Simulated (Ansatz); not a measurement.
# Molecular dynamics of C2H5FOSi

input.yaml

```yaml
crystal:
  periodic: [false, false, false]
  atoms:
    - { symbol: O, position_ang: [-2.138773, 1.01511, 0.803891] }
    - { symbol: C, position_ang: [-0.778669, 0.731322, 0.488825] }
    - { symbol: C, position_ang: [-0.417282, -0.408821, -0.165038] }
    - { symbol: F, position_ang: [-1.391802, -1.320957, -0.53711] }
    - { symbol: Si, position_ang: [1.373089, -0.792658, -0.58459] }
    - { symbol: H, position_ang: [-2.076199, 1.920715, 1.280133] }
    - { symbol: H, position_ang: [-0.01461, 1.46595, 0.79093] }
    - { symbol: H, position_ang: [1.541226, -0.932647, -2.013484] }
    - { symbol: H, position_ang: [1.79065, -2.023644, 0.047888] }
    - { symbol: H, position_ang: [2.195371, 0.29433, -0.108546] }
basis:
  gaussian: { orbitals: STO-3G }
hamiltonian:
  xc: b3lyp
  dispersion: d4
md:
  timestep: 0.5
  n_steps: 400
  ensemble: nvt_langevin
  temperature: 300.0
  initial_velocities: maxwell_boltzmann
  seed: 962816
  friction: 0.5
```

Command:

```bash
$ ansatz run input.yaml --threads 1 --pin off --max-ram 2048MiB --backend cpu --events-out ev --progress --plain --runs-dir out
```

It starts from a relaxed structure.

Output, in part (step lines, the closing report, with atoms numbered from 0):

```
md step     0: t =     0.00 fs  T =   270.0 K  F+E_penalty+E_count = -14610.78774083 eV  E_kin = 0.349002 eV  (24 SCF iters)
[... lines left out ...]
Total energy: -14610.64676564 eV, -536.9313651852 hartree
Atom 0 at    -2.124708     1.109526     0.737109 Å, force    -1.278154    -0.001686     0.317978 eV/Å
Atom 1 at    -0.775959     0.790438     0.540672 Å, force     1.779193     0.096956    -0.314006 eV/Å
Atom 2 at    -0.320627    -0.388606    -0.012117 Å, force    -0.227667     0.764539    -0.281404 eV/Å
Atom 3 at    -1.262521    -1.351076    -0.320051 Å, force    -0.022028    -0.377272    -0.048944 eV/Å
Atom 4 at     1.486515    -0.653673    -0.596538 Å, force    -0.313104     0.729877     0.643941 eV/Å
Atom 5 at    -2.143644     1.925300     1.375265 Å, force     0.414078    -0.465802    -0.354552 eV/Å
Atom 6 at    -0.046643     1.598541     0.747550 Å, force     0.001232    -0.166492     0.030806 eV/Å
Atom 7 at     1.615675    -1.091312    -1.973163 Å, force    -0.218568    -0.099730     0.173572 eV/Å
Atom 8 at     2.129555    -1.565367     0.310243 Å, force     0.096721    -0.361359    -0.076257 eV/Å
Atom 9 at     2.203822     0.602566    -0.453231 Å, force    -0.231704    -0.119030    -0.091134 eV/Å
Dipole moment:     0.193348     0.292455     0.127872 e Å
```

The steps, from the saved trajectory:

| time (fs) | T (K) | potential energy less start (eV) |
| --- | --- | --- |
| 0 | 270 | 0.000 |
| 6.5 | 305 | 0.135 |
| 13 | 376 | 0.318 |
| 19.5 | 306 | 0.321 |
| 26 | 290 | 0.462 |
| 32.5 | 314 | 0.300 |
| 39 | 309 | 0.222 |
| 45.5 | 252 | 0.307 |
| 52 | 360 | 0.213 |
| 58.5 | 350 | 0.154 |
| 65 | 233 | 0.089 |
| 71.5 | 231 | 0.201 |
| 78 | 146 | 0.214 |
| 84.5 | 401 | 0.313 |
| 91 | 263 | 0.216 |
| 97.5 | 313 | 0.161 |
| 104 | 374 | 0.109 |
| 110.5 | 284 | 0.278 |
| 117 | 450 | 0.356 |
| 123.5 | 222 | 0.336 |
| 130 | 329 | 0.345 |
| 136.5 | 179 | 0.351 |
| 143 | 388 | 0.427 |
| 149.5 | 391 | 0.256 |
| 156 | 346 | 0.378 |
| 162.5 | 331 | 0.307 |
| 169 | 133 | 0.309 |
| 175.5 | 370 | 0.364 |
| 182 | 290 | 0.292 |
| 188.5 | 203 | 0.173 |
| 195 | 272 | 0.177 |

The run went to its last step. A run of 0.2 ps of so small a system gives no equilibrium averages. The friction is so strong that the motion is overdamped, so the time scale means little. Limits of this set-up: minimal basis.

The same pairs are bonded in the first frame and the last. Pairs count as bonded within 1.25 times the sum of covalent radii (0.12 Å more for H–H).

Last frame:

```xyz
10
Properties=species:S:1:pos:R:3
O -2.125 1.109 0.737
C -0.776 0.790 0.541
C -0.321 -0.389 -0.012
F -1.262 -1.351 -0.320
Si 1.486 -0.654 -0.597
H -2.144 1.925 1.375
H -0.047 1.599 0.748
H 1.616 -1.091 -1.973
H 2.130 -1.565 0.310
H 2.204 0.603 -0.453
```

The run took 10 min on 1 thread of Arm Neoverse V2 (shared host), peak memory 0.094 GiB.
